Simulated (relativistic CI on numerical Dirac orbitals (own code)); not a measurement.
# Calculated levels, Pb⁵⁺

Calculated at this level of theory: Dirac-Coulomb-Breit CI, KLI orbitals optimised for each configuration, model QED (radiative potential, 1s self-energy scaled to tabulated hydrogen-like ionisation energies), valence Slater integrals scaled by 0.85, P86 correlation energy added to each configuration (own radial code, finite nucleus).

Configuration list (outside the closed core [Kr] 4d10 4f14 5s2): 5p⁶5d⁹, 5p⁶5d⁸6s, 5p⁶5d⁸5f, 5p⁶5d⁸6p, 5p⁶5d⁸5g, 5p⁵5d¹⁰, 5p⁶5d⁸6d, 5p⁶5d⁸7s, 5p⁶5d⁷6s6p, 5p⁶5d⁸7p, 5p⁶5d⁸7d, 5p⁶5d⁸6f, 5p⁶5d⁸7f, 5p⁶5d⁷5f6s, 5p⁶5d⁷6s², 5p⁶5d⁶5f6s², 5p⁶5d⁶6s²6p, 5p⁶5d⁶5g6s², 5p⁶5d⁶6s²6d. Double excitations out of closed p, d and f shells are left out; levels of such configurations are missing from the list, as are those of other unlisted configurations, and high levels can miss mixing partners.

The lowest level is 5p⁶5d⁹ ²D5/2, with 100 % of that term; Hund's rules for 5p⁶5d⁹ give ²D with J = 5/2, in agreement.

```
No.  Configuration  Term     J  E (cm⁻¹)    %  Landé g        jj configuration (%)
  1         5p⁶5d⁹    ²D   5/2       0.0  100    1.200               5d5/2^5 (100)
  2         5p⁶5d⁹    ²D   3/2   21269.3  100    0.799       5d3/2^3 5d5/2^6 (100)
  3       5p⁶5d⁸6s    ⁴F   9/2  139402.3   95    1.322             5d5/2^4 6s (94)
  4       5p⁶5d⁸6s    ⁴F   7/2  146645.9   53    1.176             5d5/2^4 6s (87)
  5       5p⁶5d⁸6s    ²D   5/2  151269.6   43    1.338             5d5/2^4 6s (96)
  6       5p⁶5d⁸6s    ²D   3/2  153457.9   51    0.846             5d5/2^4 6s (89)
  7       5p⁶5d⁸6s    ⁴F   5/2  162812.1   74    1.072     5d3/2^3 5d5/2^5 6s (93)
  8       5p⁶5d⁸6s    ²F   7/2  163778.1   50    1.180     5d3/2^3 5d5/2^5 6s (90)
  9       5p⁶5d⁸6s    ⁴P   1/2  167256.6   75    2.443             5d5/2^4 6s (77)
 10       5p⁶5d⁸6s    ⁴P   3/2  171008.4   62    1.302     5d3/2^3 5d5/2^5 6s (88)
 11       5p⁶5d⁸6s    ²F   5/2  172989.3   44    1.201     5d3/2^3 5d5/2^5 6s (99)
 12       5p⁶5d⁸6s    ²P   3/2  177400.2   47    1.250     5d3/2^3 5d5/2^5 6s (80)
 13       5p⁶5d⁸6s    ²G   9/2  179807.2   95    1.122     5d3/2^3 5d5/2^5 6s (94)
 14       5p⁶5d⁸6s    ²G   7/2  180809.9   90    0.913     5d3/2^3 5d5/2^5 6s (97)
 15       5p⁶5d⁸6s    ²P   1/2  182550.6   83    0.963     5d3/2^3 5d5/2^5 6s (88)
 16       5p⁶5d⁸6s    ²D   3/2  191745.6   46    0.866     5d3/2^2 5d5/2^6 6s (77)
 17       5p⁶5d⁸6s    ²F   5/2  192824.9   40    1.073     5d3/2^2 5d5/2^6 6s (95)
 18       5p⁶5d⁸6s    ²S   1/2  219988.4   74    1.932     5d3/2^2 5d5/2^6 6s (87)
 19       5p⁶5d⁸6p   ⁴D°   7/2  230396.9   59    1.322          5d5/2^4 6p1/2 (93)
 20       5p⁶5d⁸6p   ²G°   9/2  233053.6   40    1.169          5d5/2^4 6p1/2 (94)
 21       5p⁶5d⁸6p   ²D°   3/2  240014.4   34    1.217          5d5/2^4 6p1/2 (96)
 22       5p⁶5d⁸6p   ²F°   5/2  240680.2   37    1.071          5d5/2^4 6p1/2 (92)
 23       5p⁶5d⁸6p   ⁴G°   7/2  251933.6   61    1.023  5d3/2^3 5d5/2^5 6p1/2 (95)
 24       5p⁶5d⁸6p   ⁴D°   5/2  251933.9   41    1.116  5d3/2^3 5d5/2^5 6p1/2 (90)
 25       5p⁶5d⁸6p   ²P°   1/2  254498.5   47    0.741          5d5/2^4 6p1/2 (75)
 26       5p⁶5d⁸6p   ⁴D°   3/2  259073.6   42    1.175  5d3/2^3 5d5/2^5 6p1/2 (89)
 27       5p⁶5d⁸6p   ⁴G°  11/2  260081.1   93    1.261          5d5/2^4 6p3/2 (95)
 28       5p⁶5d⁸6p   ⁴G°   5/2  261586.7   26    1.077  5d3/2^3 5d5/2^5 6p1/2 (80)
 29       5p⁶5d⁸6p   ⁴P°   1/2  261952.5   61    1.801  5d3/2^3 5d5/2^5 6p1/2 (92)
 30       5p⁶5d⁸6p   ⁴F°   9/2  263516.9   66    1.245          5d5/2^4 6p3/2 (92)
 31       5p⁶5d⁸6p   ²F°   7/2  264067.6   52    1.211          5d5/2^4 6p3/2 (74)
 32       5p⁶5d⁸6p   ⁴D°   3/2  266255.0   35    1.223  5d3/2^3 5d5/2^5 6p1/2 (68)
 33       5p⁶5d⁸6p   ²D°   5/2  267194.6   72    1.173          5d5/2^4 6p3/2 (85)
 34       5p⁶5d⁸6p   ²H°   9/2  268250.4   72    0.966  5d3/2^3 5d5/2^5 6p1/2 (90)
 35       5p⁶5d⁸6p   ²F°   7/2  270710.0   69    1.140  5d3/2^3 5d5/2^5 6p1/2 (55)
 36       5p⁶5d⁸6p   ²D°   5/2  271886.1   60    1.215          5d5/2^4 6p3/2 (87)
 37       5p⁶5d⁸6p   ²F°   7/2  274202.5   56    1.170          5d5/2^4 6p3/2 (67)
 38       5p⁶5d⁸6p   ²P°   1/2  275905.7   48    0.807          5d5/2^4 6p3/2 (81)
 39       5p⁶5d⁸6p   ²P°   3/2  276759.9   48    1.193          5d5/2^4 6p3/2 (58)
 40       5p⁶5d⁸6p   ⁴G°   5/2  278237.6   33    0.928  5d3/2^2 5d5/2^6 6p1/2 (62)
 41       5p⁶5d⁸6p   ⁴G°   9/2  281504.4   64    1.166  5d3/2^3 5d5/2^5 6p3/2 (99)
 42       5p⁶5d⁸6p   ⁴F°   3/2  282787.5   39    0.960  5d3/2^2 5d5/2^6 6p1/2 (45)
 43       5p⁶5d⁸6p   ²F°   5/2  283618.4   35    1.124  5d3/2^3 5d5/2^5 6p3/2 (73)
 44       5p⁶5d⁸6p   ⁴F°   7/2  283912.2   54    1.154  5d3/2^3 5d5/2^5 6p3/2 (97)
 45       5p⁶5d⁸6p   ²D°   3/2  288909.0   55    1.012  5d3/2^3 5d5/2^5 6p3/2 (60)
```

Energies count from the lowest computed level; ° marks odd parity. Filled j subshells are mostly left out of the jj labels.

The mean weight of the leading LS term, summed over parents, in these 45 levels is 58 %, and that of the leading jj configuration (from the same eigenvectors) 85 %, so jj coupling describes them better and the LS labels are nominal.

At this charge configurations can still be misplaced by up to about 7 % of their energy. Levels and lines within the n = 5 or 6 shells can be off by up to 10 % or somewhat more, and those that change n by about 2 %, since core polarisation is missing.

LS names give the leading component of a level, which can be under half, so a name can repeat, a term be missing and a line seem to break the LS rules.
